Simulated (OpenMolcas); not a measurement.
Mo2+: the spin-orbit constant, worked from levels

- Program: OpenMolcas
- Basis: ANO-R2 [7s5p4d2f1g]
- Scalar Hamiltonian: X2C, finite nucleus
- Active space: 4 electrons in 5 orbitals (4d)
- State averaging: 2S+1 = 5 even, 5 roots; 2S+1 = 3 even, 45 roots; 2S+1 = 1 even, 50 roots
- Spin-orbit coupling: RASSI with atomic mean-field integrals over the reference wave functions, term energies averaged over their components

Methods: CASSCF; MS-CASPT2, IPEA 0.25 Eh, imaginary shift 0.1 Eh (closed shells correlated: 4s 4p). Measured levels: Sugar and Musgrove, J. Phys. Chem. Ref. Data 17, 155 (1988).

**The spin-orbit constant.** For the Hund term 5D of d4, E(J) = (A/2) J(J+1) + constant and ζ = 2S·A = 4A. From J = 0 to J = 4 the energy changes by 10 A.

```csv
Source,E(4) - E(0),A,ζ
CASSCF,1833.6,183.4,733
MS-CASPT2,1864.7,186.5,746
measured,1872.3,187.2,749
```

All in cm-1. MS-CASPT2 is off by -0.4 % and CASSCF by -2.1 %. Both methods take the spin-orbit matrix elements from the reference wave functions, so the second can move ζ only through the term energies and any multistate remixing. Second-order mixing with other terms is absorbed into this ζ.

Term energies are means over components that CASPT2 splits; among the terms shown or strongly mixed into the levels shown the widest spread is 10 cm-1 (4d4 5D, MS-CASPT2). Levels of configurations with an s electron are missing; early in the row they begin among the upper levels of the d shell and mix with terms of their name. Without dynamic correlation excited terms often stand tens of per cent too high (terms of higher spin than the ground term too low), and those without a measured partner can miss by more than the paired ones (holds for CASSCF). Computed and measured levels are paired by configuration, term and J; levels that our copy of the source lacks, or whose pairing is in doubt (as where it misses far off the trend of its configuration), stay unpaired and out of the deviations. Levels of configurations outside the active space are missing.
